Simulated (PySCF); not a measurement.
A small calculation by hand: refractive index and permittivity of the vapour

(1E)-1-bromobuta-1,3-diene (C₄H₅Br), SMILES C=C/C=C/Br.

The structure is a stationary point at B3LYP-D3(BJ)/def2-SVP. The values are those of a single conformer.

PySCF with PBE/def2-TZVP gives a mean static polarisability of 78.8 bohr³ and a dipole moment of 1.31 D. Take an ideal gas at 298.15 K and 0.1 bar, whether or not the substance is that volatile.

Question: Work out n − 1 in the optical limit and the static ε − 1.

Answer: 
Polarisability volume α' = 78.8 × 0.148185 = 11.68 Å³. Number density N = p/kT = 2.43e-6 Å⁻³.
Dilute limit of Lorentz–Lorenz: n − 1 = 2π N α' = 0.00018.
Orientation term of Debye: μ²/(3kT) = 8.098 Å³ × μ²(D²) = 13.90 Å³.
ε − 1 = 4π N (α' + μ²/3kT) = 0.00078. Orientation of the dipole supplies 54 % of the static response; it can't follow optical fields. Vibrational polarisation and dispersion are left out.
